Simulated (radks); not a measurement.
Effect of the nuclear size on the tungsten ion W+, [Xe] 4f14 5d4 6s1. Calculated with a radial shooting solver on a logarithmic mesh with Libxc functionals: Dirac Kohn-Sham, exchange-only LDA, spin-unpolarised, spherical densities, finite nucleus; open shells fill j = l - 1/2 first; Fermi nuclear charge, rms radius 5.3658 fm. The rms radius is varied about that value; shifts are against it.

rms radius (fm)  total energy shift (eV)  density at nucleus (e/bohr^3)  1s1/2 shift (meV)  2s1/2 shift (meV)  5p1/2 shift (meV)  6s1/2 shift (meV)  5d3/2 shift (meV)  6p1/2 (empty) shift (meV)  7s1/2 (empty) shift (meV)
4.8131                             -11.5                      1.473e+06              -4660               -656              0.192             -0.594              0.234                      0.071                     -0.080
5.0385                             -6.90                       1.45e+06              -2800               -394              0.115             -0.357              0.141                      0.043                     -0.048
5.3658                                 0                      1.418e+06              0.000              0.000              0.000              0.000              0.000                      0.000                      0.000
5.7253                              7.91                      1.387e+06               3210                452             -0.132              0.408             -0.161                     -0.049                      0.055
6.3316                              22.0                      1.339e+06               8920               1260             -0.366               1.14             -0.449                     -0.137                      0.152

Slopes of the eigenvalues against <r^2> in GHz/fm^2, as finite differences over the two radii next to the reference (eigenvalue slopes, not the field-shift constants of lines): 1s1/2 196000, 2s1/2 27700, 5p1/2 -8.08, 6s1/2 25.0, 5d3/2 -9.88, 6p1/2 (empty) -3.01, 7s1/2 (empty) 3.36.
